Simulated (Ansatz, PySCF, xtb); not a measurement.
Dissociation curve of LiBr, singlet. Each curve is given relative to its own lowest point near equilibrium.

```tsv
R / Å	A	B	C	D
1.77	2.093	1.393	1.257	1.257
1.85	1.099	0.836	0.746	0.746
1.97	0.312	0.316	0.276	0.276
2.05	0.083	0.125	0.106	0.106
2.09	0.028	0.065	0.054	0.054
2.17	0.000	0.001	0.000	0.000
2.26	0.061	0.000	0.003	0.003
2.27	0.072	0.004	0.007	0.007
2.38	0.233	0.081	0.083	0.083
2.49	0.441	0.212	0.207	0.207
2.67	0.823	0.491	0.471	0.471
2.93	1.390	0.952	0.908	0.908
3.27	—	1.549	1.476	1.476
3.62	—	2.091	2.000	2.000
3.91	—	2.469	2.376	2.376
4.37	—	2.938	2.865	2.852
4.68	—	3.177	3.124	3.070
5.36	—	3.548	3.534	3.367
5.85	—	3.731	3.732	3.493
6.45	—	3.890	3.904	3.594
7.48	—	4.060	4.091	3.695
8.86	—	4.179	4.232	3.764
```

Energies in eV.

Question: Assign the columns to these levels of theory: GFN1-xTB run with xtb 6.7.1; restricted B3LYP/3-21G (PySCF 2.14.0); restricted PBE0/cc-pVDZ in Ansatz (a first-principles code); unrestricted PBE0/cc-pVDZ (Ansatz).

Answer: A is GFN1-xTB; B is RKS-B3LYP/3-21G; C is RKS-PBE0; D is UKS-PBE0.

Dashes: no converged value, or the column stops at the first point that the program doubted or that broke a chosen test of continuity, which isn't proof of a fault.

The restricted form behind RKS-B3LYP/3-21G, RKS-PBE0 keeps the bonding electrons paired and can't separate into open-shell fragments. The unrestricted determinant behind UKS-PBE0 is spin-contaminated at 4.37 to 8.86 Å (<S²> up to 0.7, against 0.00 for a pure singlet).
